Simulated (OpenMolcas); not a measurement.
Ta3+ (d2) in a complex was computed by SS-CASPT2, IPEA 0 Eh, imaginary shift 0.1 Eh with the d shell active (OpenMolcas, ANO-RCC-VTZP on the metal). Its lowest spin-free states, and all those of the highest spin:

```tsv
2S+1	Degeneracy	E (cm-1)
3	2	0
1	1	1520
3	1	2620
1	1	3880
1	2	6840
3	1	7360
3	2	13210
1	1	13400
1	1	14620
1	1	17130
1	2	19310
3	1	28100
3	2	38830
3	1	48100
```

Problem. Is the site octahedral, tetrahedral or cube-like, axial, or of lower symmetry?

Solution. The states with 2S+1 = 3 have orbital degeneracies 2, 1, 1, 2, 1, 2, 1. There are pairs but no triples, so the site is axial: not cubic, but with a proper or improper axis of order three or more. The run had Ta3+ with 4 ligands (chloride) in square-planar coordination (D4h) at 2.4 Å. A charge of +0.25 e stands 2.6 Å behind each ligand. Ligand basis ANO-RCC-VDZP.

Over all roots computed the reference weight is 0.72 to 0.73; a low but even weight reflects the number of correlated electrons. An orbital doublet at a regular site is open to a Jahn-Teller distortion, which this geometry leaves out. The least metal-like active orbital is 71 % on the metal (Löwdin) and no ligand orbital is active, so the numbers are rough. Ligand-to-metal charge-transfer states are missing. With no ligand orbital active B as a rule stays too high, so bands that hang on it stand too high and its fall with covalency is understated. The distance lies 2 % over the 2.35 Å that this model takes as the normal distance (a Shannon-type radius plus a fixed donor radius); by an R⁻⁵ law this alone changes a d-shell field by about -10 %. No measured value stands beside these numbers; the geometry was imposed, not optimised, and the real ion may take another.
